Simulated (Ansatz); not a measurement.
The cluster Rb4H5⁻. Charge -1, multiplicity 1. Geometry B3LYP-D4/def2-SVPD, basis def2-TZVPD, Ansatz.

```xyz
9

Rb    0.599   -0.683    2.126
Rb   -2.657    0.824   -0.449
Rb    1.248    2.283   -1.082
Rb    0.288   -1.775   -2.312
H     2.635   -0.508   -0.677
H    -1.749   -2.144    0.032
H    -0.913    1.076   -3.156
H     1.145   -1.021    4.714
H    -0.597    1.949    0.804
```

```tsv
run	HOMO (eV)	LUMO (eV)
A	0.37	1.56
B	0.27	1.10
C	0.50	1.13
D	0.41	1.11
E	-0.41	1.48
```

In the def2 sets Rb takes a core potential; there is no spin–orbit coupling. Another isomer (singlet) lies 0.57 eV lower at PBE0-D4/def2-TZVPD; other spin states weren't run for this one.

Problem. The runs used BLYP, LDA (SPW92), PBE, PBE0, r2SCAN. Estimate which is which.

Solution. A r2SCAN (0 % exact exchange); B LDA (SPW92) (0 % exact exchange); C BLYP (0 % exact exchange); D PBE (0 % exact exchange); E PBE0 (25 % exact exchange). Exact exchange lowers occupied and raises empty levels; among semilocal functionals meta-GGAs tend to open the gap a little, and such runs are hard to tell apart. The gap grows from 0.64 eV (BLYP) to 1.89 eV (PBE0). At r2SCAN-D4/def2-TZVPD, LDA (SPW92)/def2-TZVPD, BLYP-D4/def2-TZVPD, PBE-D4/def2-TZVPD the highest occupied level of the charge -1 singlet lies above zero (up to 0.50 eV). The electron is either unbound and held by the finite basis, or the level is raised by self-interaction error.
